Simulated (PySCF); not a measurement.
Input for PySCF: R-HF/3-21G on InF, 2S+1 = 1, a spin state set in the input, which need not be the lowest, a point of a bond scan (R = 2.114 Å).

```python
from pyscf import gto, scf, dft, mp
from pyscf.data.elements import chemcore

mol = gto.M(
    atom='''
    F     0.00000000    0.00000000    0.00000000
    In    0.00000000    0.00000000    2.11353700
    ''',
    basis='3-21g',
    charge=0, spin=0, verbose=3, max_memory=1800)
mf = scf.RHF(mol)
mf.conv_tol = 1e-8
mf.max_cycle = 100
mf.kernel()
if not mf.converged:
    mf = mf.newton().run(mf.mo_coeff, mf.mo_occ)
```

**Question.** Predict the final total energy.

**Answer.** -5813.6760 hartree.
